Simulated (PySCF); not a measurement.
Theory: delta-SCF UKS SCAN, pcX-2 on the ionised atom, pcseg-1 elsewhere, spin-free X2C in PySCF 2.14.0. Geometries: PBE0-D3(BJ)/def2-SVP; isolated species, one conformer each. Values against the vacuum level.

(1) Rank by computed C 1s binding energy, lowest first.
A. C3 in `[O:1]=[C:2]1[CH2:3][CH2:4]1`
B. C6 in `[CH3:1][C:2](=[O:3])[c:4]1[cH:5][cH:6][cH:7][o:8]1`
C. C2 in `[CH3:1][CH2:2][CH2:3][C:4]([CH3:5])=[O:6]`

(2) Rank by computed O 1s binding energy, lowest first.
A. Oxygen in `CCCC(C)=O`
B. Oxygen in `O=C1CC1`
C. O3 in `[CH3:1][C:2](=[O:3])[c:4]1[cH:5][cH:6][cH:7][o:8]1`

## Answers

(1) C (290.61 eV), B (290.89 eV), A (291.37 eV).

The highest is bonded to 2 C and 2 H, the lowest to 2 C and 2 H; the range is 0.76 eV.

(2) C (536.92 eV), A (537.56 eV), B (538.45 eV).

The highest is bonded to C (double bond), the lowest to C (double bond); the range is 1.53 eV.
